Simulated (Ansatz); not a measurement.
A nudged elastic band was laid between two geometries of F3GeH + H2S (8 atoms, charge 0, multiplicity 1).

Computed with RKS B3LYP-D4/def2-SVP in Ansatz 0.2.0.

- movable images: 7
- climbing image: yes
- spring: 5.0 eV/Å²
- optimiser: quadratic models (default)
- start path: through a guess of the saddle point
- force threshold: 0.05 eV/Å
- iteration limit: 60
- end points: relaxed

Initial state:

```xyz
8
Properties=species:S:1:pos:R:3
Ge 0.303 0.035 0.038
H 0.579 0.737 1.352
F 1.741 -0.046 -0.912
F -0.837 0.822 -0.991
F -0.200 -1.611 0.179
S -2.677 0.029 1.655
H -2.974 0.420 0.394
H -2.505 -1.258 1.274
```

Final state:

```xyz
8
Properties=species:S:1:pos:R:3
Ge -0.677 -0.360 -0.366
H 0.295 0.857 2.319
F 0.816 -0.779 0.381
F -0.442 1.233 -0.970
F -0.857 -1.371 -1.751
S -2.399 -0.596 0.965
H -3.077 -1.256 -0.006
H -0.230 1.399 2.416
```

Problem. Which bonds break or form, and what moves?

Solution. Bonds broken: Ge1–H2, S6–H8. Bonds formed: Ge1–S6, H2–H8. F3GeH + H2S becomes F3GeHS + H2.

Problem. Give the energies along the band, and the barrier.

Solution. The run converged. The highest image is number 4 of 0 to 8, 219.5 kJ/mol above the first end and 217.0 kJ/mol above the last; the last end lies 2.5 kJ/mol above the first. Neighbouring images differ by up to 2.1 eV, so the band resolves the path poorly. A vibrational analysis at the climbing image gives one clearly imaginary mode, 1429i cm⁻¹: a first-order saddle point. The orbitals stay closed-shell, which can raise the energy where a bond breaks towards radicals; this wasn't checked here.

```
image  path coordinate (Å)  energy (kJ/mol)  Ge1–H2 (Å)  S6–H8 (Å)  Ge1–S6 (Å)
    0                 0.00              0.0        1.52       1.35        3.39
    1                 1.20              3.5        1.52       1.35        3.37
    2                 2.40              6.0        1.52       1.35        3.41
    3                 3.60             24.8        1.52       1.35        3.17
    4                 4.80            219.5        1.80       1.73        2.45
    5                 6.54             15.4        3.06       2.79        2.20
    6                 8.28              3.2        3.84       4.76        2.19
    7                10.03              2.9        3.46       3.60        2.19
    8                11.77              2.5        3.11       3.28        2.19
```

Problem. What is the geometry of the highest image?

Solution. 
```xyz
8
Properties=species:S:1:pos:R:3
Ge -0.330 -0.035 -0.122
H -0.063 0.066 1.652
F 1.387 -0.300 -0.158
F -0.395 1.447 -1.007
F -0.809 -1.506 -0.903
S -2.554 0.299 0.855
H -2.754 -1.037 0.962
H -1.054 0.193 1.710
```

Run time: 7.3 min on 2 threads of Arm Neoverse V2, with other jobs on the host, peak memory 0.26 GiB.
